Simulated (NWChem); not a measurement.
Two isomers of C4H4BF, each optimised at PBE0/def2-SVP with NWChem. Flexible species stand in one conformer each, which need not be the lowest. 

A: C1C=CB(F)C=1
B: C#CB(F)C=C

Question: Which is lower in energy, by how much, and how do their other properties compare?

Answer: A is lower by 24.7 kcal/mol in electronic energy; with zero-point energies, B − A = 22.8 kcal/mol.
```json
[
 {"": "highest occupied level (eV)", "A": "-6.77", "B": "-8.17"},
 {"": "orbital gap (eV)", "A": "4.21", "B": "6.15"},
 {"": "dipole (D)", "A": "1.59", "B": "1.40"},
 {"": "highest harmonic frequency (cm⁻¹)", "A": "3252", "B": "3477"},
 {"": "zero-point energy (kcal/mol)", "A": "45.1", "B": "43.3"}
]
```
